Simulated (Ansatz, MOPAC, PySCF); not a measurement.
Stepwise substitution at one centre (Al OH-NH2). Gas-phase values, no solvent. One relaxed conformer stands for each flexible species; it need not be the lowest. Strings in code marks are SMILES.

Quantity: vertical ionisation energy (energy after one electron is removed minus that of the parent at the parent's geometry), in eV.

Level 1: frozen-core MP2/cc-pVTZ // B3LYP-D3(BJ)/def2-TZVP (Ansatz, a program for electronic structure)
Level 2: minus the HOMO energy of AM1 // B3LYP-D3(BJ)/def2-TZVP (MOPAC)
Level 3: minus the HOMO energy of HF/3-21G // B3LYP-D3(BJ)/def2-TZVP (PySCF)
Level 4: HF/cc-pVTZ // B3LYP-D3(BJ)/def2-TZVP (Ansatz)

| species | level 2 | level 3 | level 4 |
|---|---|---|---|
| `[NH2][Al]([OH])[OH]` (O–Al–O–H torsion 0°, O–Al–O–H torsion -180°) | 9.80 | 10.42 | 8.51 |
| `[OH][Al]([OH])[OH]` | 11.89 | 12.62 | 10.55 |
| `[NH2][Al]([NH2])[OH]` (N–Al–O–H torsion 0°) | 9.22 | 9.82 | 8.16 |

### Question
What does level 1 give for each, and how far do the other levels lie from it on average?

### Answer

- `[NH2][Al]([OH])[OH]` (O–Al–O–H torsion 0°, O–Al–O–H torsion -180°): 10.03
- `[OH][Al]([OH])[OH]`: 12.34
- `[NH2][Al]([NH2])[OH]` (N–Al–O–H torsion 0°): 9.70
Mean absolute difference from level 1, which has limits of its own, over these rows (drawn at random from the members that have all these levels): level 2 0.386 eV, level 3 0.265 eV, level 4 1.61 eV.
